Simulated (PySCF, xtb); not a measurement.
C5H7N, SMILES C#C/C=N/CC.

The structure is a stationary point at B3LYP-D3(BJ)/def2-SVP. The structure was generated by enumeration; whether it is a known compound was not checked. One conformer was computed; it need not be the lowest.

These are IEF-PCM-PBE0/def2-SVP (PySCF) values and carry that method's errors.

The values are the electrostatic part of the solvation free energy, E(continuum) − E(gas) at the gas-phase geometry, in a cavity of scaled van der Waals radii (PySCF's table); cavitation and dispersion terms are not included. In vacuum the orbital gap is 6.28 eV. The dipole moment in vacuum is 1.32 D.

```csv
solvent,ε,ΔG(elec) (kcal/mol),dipole (D),gap (eV)
water,78.36,-5.1,1.86,6.33
ethylethanoate,5.99,___,___,___
n-hexane,1.88,-1.7,1.47,6.29
```

Question: Fill in the missing entries. (An estimate is asked for; the answer gives what the named calculation found.)

Answer: 
- ethylethanoate, ΔG(elec) (kcal/mol): -3.8
- ethylethanoate, dipole (D): 1.70
- ethylethanoate, gap (eV): 6.32

For comparison, GFN2-xTB/ALPB(water) (xtb, at the GFN2-xTB geometry, all terms of that model) gives -2.6 kcal/mol.
